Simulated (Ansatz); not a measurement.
**What each rung costs, and what it gives**

Saddle point of GeH₅Br, singlet (GeH₄ + HBr → GeH₃Br ([GeH3][Br]) + H₂; bonds formed: Ge1–Br7, H2–H6; bonds broken: Ge1–H2, H6–Br7), PBE0-D4/def2-TZVP structure:

```tsv
atom	x (Å)	y (Å)	z (Å)
Ge1	-0.6090	-0.1998	0.0021
H2	1.1195	-0.7954	0.1820
H3	-1.0094	0.1409	-1.4255
H4	-1.1396	0.5637	1.2061
H5	-0.8387	-1.7176	0.2347
H6	1.3085	0.0482	0.0568
Br7	1.1687	1.9600	-0.2562
```

Barriers are electronic and count from the start structure reached by relaxing down the imaginary mode.

Ansatz 0.2.0; basis: as named in each row; cores frozen in the correlated methods. Filled d shells of the heavier atoms are correlated. The def2 sets are not built for correlating such inner shells, so the correlated values are less sure here. B3LYP uses VWN-RPA correlation. Extrapolation: Hartree–Fock as exp(−7.88 √X), correlation as X^−2.97.

Times are rough, for one single point on 4 threads of a shared host (Arm Neoverse V2).

The estimate by CCSD(T) at an estimated basis limit (MP2 extrapolated from triple and quadruple zeta, plus CCSD(T) − MP2 in triple zeta) is 1.788 eV.

```
      method       basis  time (s)  barrier (eV)  method less estimate
          HF      STO-3G   under 1         4.088                 2.299
      PBE-D4      STO-3G   under 1         3.081                 1.293
       SPW92    def2-SVP   under 1         1.365                -0.423
      PBE-D4    def2-SVP   under 1         1.525                -0.263
       SPW92  def2-TZVPP   under 1         1.299                -0.489
    B3LYP-D4       6-31G   under 1         1.769                -0.019
     PBE0-D4    def2-SVP   under 1         1.673                -0.115
      PBE-D4  def2-TZVPP         1         1.442                -0.346
     BLYP-D4  def2-TZVPP         1         1.558                -0.230
    BHLYP-D4  def2-TZVPP         1         1.786                -0.003
     PBE0-D4  def2-TZVPP         2         1.573                -0.215
    B3LYP-D4  def2-TZVPP         2         1.660                -0.129
CAM-B3LYP-D4  def2-TZVPP         2         1.791                 0.003
  RPA on PBE  def2-TZVPP         2         1.912                 0.124
   r2SCAN-D4  def2-TZVPP         2         1.550                -0.238
     CCSD(T)    def2-SVP         3         2.126                 0.338
      B2PLYP  def2-TZVPP         3         1.763                -0.025
    PBE-QIDH  def2-TZVPP         3         1.710                -0.078
  r2SCAN0-D4  def2-TZVPP         3         1.632                -0.156
     wB97M-V    def2-SVP         4         1.830                 0.042
     wB97X-V  def2-TZVPP         4         1.783                -0.005
     wB97M-V  def2-TZVPP         5         1.729                -0.059
      B97M-V  def2-TZVPP         6         1.752                -0.036
         MP2  def2-QZVPP        11         1.750                -0.038
     CCSD(T)  def2-TZVPP        34         1.867                 0.079
```

All methods are single points on the PBE0-D4 structures.

No T1 diagnostic of these runs exceeds 0.011.

Labels in which every atom is bracketed show which atoms are joined, not bond orders.
